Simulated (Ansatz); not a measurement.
`FC[SiH2][SiH2]F` + `[SiH3]OP` → `F[SiH2]P` + `FC[SiH2]O[SiH3]`  (redistribution)

Calculated with Ansatz (gas phase, PBE0-D4/def2-TZVP geometries, no zero-point term in ΔE). CBS: MP2 limit from def2 TZ/QZ plus the TZ coupled-cluster correction, frozen cores. Functionals use def2-TZVPP. B3LYP here is the variant with VWN-RPA as its local correlation; programs differ in this. One conformer a species, not always the lowest.

`FC[SiH2][SiH2]F`:

Z-matrix (Å, degrees):
```
C
Si 1 1.901
F 1 1.391 2 109.9
H 1 1.095 2 111.5 3 -119.9
H 1 1.095 2 111.0 3 119.7
Si 2 2.344 1 110.1 3 -54.8
H 2 1.489 1 109.9 3 65.7
H 2 1.490 1 107.8 3 -175.7
F 6 1.608 2 108.5 1 -56.4
H 6 1.487 2 111.5 1 -174.9
H 6 1.485 2 112.0 1 62.6
```

`[SiH3]OP`:

Cartesian coordinates in Å:
```
Si 0.284 -0.220 -1.250
O 0.289 0.364 0.293
P -0.802 0.101 1.496
H 0.834 -1.600 -1.282
H 1.146 0.682 -2.047
H -1.100 -0.233 -1.792
H -0.724 1.380 2.116
H 0.073 -0.473 2.465
```

`F[SiH2]P`:

```xyz
7

F    -1.209    1.586    0.686
Si   -0.011    0.791   -0.021
P    -0.627   -1.353   -0.265
H     0.206    1.376   -1.368
H     1.195    0.986    0.821
H    -0.175   -1.731    1.028
H     0.620   -1.655   -0.882
```

`FC[SiH2]O[SiH3]`:

Cartesian coordinates in Å:
```
F 0.770 -1.312 -1.461
C 1.145 -1.463 -0.125
Si -0.202 -0.747 0.985
O -0.422 0.832 0.641
Si -0.785 1.890 -0.558
H 1.306 -2.529 0.068
H 2.103 -0.950 0.016
H -1.464 -1.498 0.765
H 0.236 -0.875 2.399
H 0.417 2.146 -1.391
H -1.873 1.348 -1.412
H -1.231 3.156 0.073
```

(1) Is it downhill or uphill in electronic energy at CCSD(T)/CBS, and by how much? (An estimate is asked.)

(2) What do these levels give: PBE-D4, PBE, B3LYP, MP2/def2-TZVPP, SCS-MP2/def2-TZVPP, CCSD/def2-TZVPP, CCSD(T)/def2-TZVPP, HF/def2-QZVPP, MP2/def2-QZVPP, SCS-MP2/def2-QZVPP, MP2/CBS(def2), CCSD/CBS(def2)? (Estimate.)

Largest T1 diagnostic among the species: 0.013.

Answers

(1) Ansatz gave: Downhill: ΔE = -153.7 kJ/mol.

(2) Computed: PBE-D4 -138.6, PBE -137.7, B3LYP -145.5, MP2/def2-TZVPP -160.8, SCS-MP2/def2-TZVPP -155.7, CCSD/def2-TZVPP -153.5, CCSD(T)/def2-TZVPP -153.0, HF/def2-QZVPP -154.6, MP2/def2-QZVPP -161.2, SCS-MP2/def2-QZVPP -156.3, MP2/CBS(def2) -161.5, CCSD/CBS(def2) -154.2 kJ/mol.

From PBE to PBE0 (25 % exact exchange), in def2-TZVPP and without D4, ΔE moves by −6.8 kJ/mol.
